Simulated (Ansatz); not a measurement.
`[OH][SbH][NH][SiH3]`, charge 0, multiplicity 1.

**Question.** Give a relaxed structure at PBE0-D4/def2-TZVP (the Gaussian-basis code of Ansatz). (Estimate.)

**Answer.** Computed: 
Z-matrix (Å, degrees):
```
Si
N 1 1.728
H 1 1.490 2 114.2
H 1 1.484 2 107.3 3 120.4
H 1 1.490 2 109.6 3 -120.2
Sb 2 2.015 1 127.3 3 -87.9
H 2 1.010 1 117.0 3 71.5
O 6 1.973 2 99.7 1 50.2
H 6 1.709 2 92.7 1 -39.4
H 8 0.960 6 111.5 2 99.4
```
This is one stationary point; other conformers may exist.
